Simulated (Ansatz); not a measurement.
ClGa, triplet, at a GFN2-xTB geometry (such geometries of metal compounds can be far from the true shape) (the spin is typed, not shown lowest); R2SCAN/STO-3G (Ansatz, a first-principles code).

Input for Ansatz:
Ansatz 0.2 input:
```yaml
crystal:
  periodic: [false, false, false]
  atoms:
    - {symbol: Ga, position_ang: [-0.00000000, -0.00000000, -0.78750881]}
    - {symbol: Cl, position_ang: [0.00000000, 0.00000000, 1.43604548]}
basis:
  gaussian:
    orbitals: STO-3G
hamiltonian:
  xc: r2scan
magnetization: {spin_polarized: true, initial_magnetization: 2}
```

What the program printed (banner, timings and long lists left out):

```
Functional definition: r2SCAN
268 factors; integrals over basis functions are off by at most 1.6e-5 eV
mean field evaluation 1: about -63840.2426 eV, gradient 4.2e1 eV
mean field evaluation 2: about -63966.2143 eV, gradient 6.7e1 eV
mean field evaluation 4: about -64130.0654 eV, gradient 3.3e1 eV
mean field evaluation 8: about -64149.6385 eV, gradient 3.4e0 eV
mean field evaluation 16: about -64149.9092 eV, gradient 3.9e-1 eV
mean field evaluation 32: about -64150.0902 eV, gradient 6.0e-4 eV
mean field evaluation 64: about -64150.0661 eV, gradient 2.0e-6 eV
mean field evaluation 96: about -64149.8846 eV, gradient 2.2e-3 eV
mean field evaluation 128: about -64149.7882 eV, gradient 4.5e-1 eV
mean field evaluation 160: about -64149.6087 eV, gradient 1.8e-5 eV
mean field evaluation 192: about -64150.0862 eV, gradient 3.0e-1 eV
mean field -64150.09017606 eV, -2357.4723314773 hartree, gradient 1.8e-6 eV, S^2 2.001929; 5 other end points of the search recorded, 0 dependent functions left out
reference -64150.09018095 eV, -2357.4723316572 hartree; 25, 23 occupied and 2, 4 virtual orbitals, 268 factors
Total energy: -64150.09018095 eV, -2357.4723316572 hartree
```
